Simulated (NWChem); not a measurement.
Molecule: SnHSF, singlet; SMILES [SH][Sn][F]

```xyz
4

Sn     0.3351     0.4624     0.0000
F     -1.5176     1.0917     0.0000
S     -0.2587    -1.9161     0.0000
H      1.0432    -2.2859     0.0000
```
Atoms are numbered in this order, from 1.

All runs: NWChem. Low-valent species are run as closed-shell singlets; no triplet was tried in these runs. All runs use the structure optimised with PBE0/def2-SVP. def2 effective core potentials on Sn; no spin-orbit coupling. Vertical excitations in the gas phase; the lowest state need not have the same character in each row.

### Question
Order these by “lowest excitation, singlet (eV)”, lowest first: PBE0/def2-SVP, full TDDFT; PBE/def2-SVP, full TDDFT; B3LYP/def2-SVP, full TDDFT.

### Answer
PBE/def2-SVP, full TDDFT (3.51), B3LYP/def2-SVP, full TDDFT (3.59), PBE0/def2-SVP, full TDDFT (3.69)
